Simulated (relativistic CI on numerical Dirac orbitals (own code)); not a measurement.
Computed by Dirac-Coulomb-Breit CI, orbitals from a KLI potential per configuration, model QED (radiative potential, 1s self-energy scaled to tabulated hydrogen-like ionisation energies), unscaled Slater integrals (own radial code, finite nucleus).

The strongest absorption lines from the ground level of an ion, among the configurations computed and to levels below about 1960 eV (vacuum wavelength in Å, gf): 6.3213 (0.068), 6.3415 (0.65), 6.3470 (0.41), 6.3707 (0.29), 6.3745 (0.073), 26.717 (1.9), 28.276 (1.4), 29.649 (0.13).

Problem. Which ion is it?
A. Re⁵²⁺
B. Au⁵⁴⁺
C. Re⁵⁰⁺
D. Lu⁴⁶⁺

Solution. C. Re⁵⁰⁺ has 25 electrons and the ground level 3s2 3p6 3d7 4F_9/2; the strongest line goes to 3s2 3p5 3d8 4D°_7/2. The pattern of lines fixes the number of electrons, and along that sequence the line energies rise steadily with the charge (about as its square where n changes within one kind of shell, about linearly where n is kept but much faster in heavy ions where fine structure, which grows about as Z⁴, sets the gap, and irregularly where shells cross), which fixes Z. Configurations outside the model, such as inner-shell arrays, can give stronger lines. At this charge energies of transitions that change n are usually good to better than 1 %, and those within a shell (Δn = 0) to a few per cent.

LS names give the leading component of a level, which can be under half, so a name can repeat, a term be missing and a line seem to break the LS rules.
